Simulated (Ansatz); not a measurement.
Reactions of C₂H₄AlN, SMILES `C=C=[N][AlH2]`.

Gas-phase electronic energies from Ansatz, PBE0-D4/def2-TZVP geometries. CCSD(T)/CBS adds triple-zeta CCSD(T) − MP2 to the extrapolated MP2 energy (def2 sets, frozen cores). This one scheme is used for every species, atoms too. No spin–orbit coupling; open shells (•) take unrestricted orbitals. Spin–orbit coupling would lower the free atoms: a little for Al, C. def2 core potentials past Kr. Bonds to Sn are less sure, by a few kJ/mol each and by 10 to 20 or more in all where they break to atoms, as the def2 sets lack core-valence functions. Each species was taken in one conformer, which may not be the lowest.

Q: Order these by ΔE at CCSD(T)/CBS, lowest first. (Best estimate.)
A. `C=C=[N][AlH2]` → `C#[C][AlH][NH2]`
B. `C=C=[N][AlH2]` + `CC(C)N` → `CC(C)[NH][AlH2]` + `C=C=N`
C. `C=C=[N][AlH2]` + `CC(C)CCl` → `C[CH]([AlH2])CCl` + `C=C=NC`
D. `C=C=[N][AlH2]` + `C=[CH][SnH3]` → `[AlH2]/[CH]=[CH]/[SnH3]` + `C=C=N`
E. `C=C=[N][AlH2]` → Al• + 2 C• + 4 H• + N•
F. `C=C=[N][AlH2]` + `C1=COCC1` → `[AlH2][CH]1C=COC1` + `C=C=N`
G. `C=C=[N][AlH2]` → `N#C[CH2][AlH2]`
H. `C=C=[N][AlH2]` → `N=[C]1[CH2][AlH]1`

A: A (-12.1 kcal/mol), G (+0.5 kcal/mol), B (+5.4 kcal/mol), D (+27.8 kcal/mol), F (+29.8 kcal/mol), C (+40.7 kcal/mol), H (+46.7 kcal/mol), E (+716.5 kcal/mol).

Largest T1 diagnostic: 0.018, for Al•.
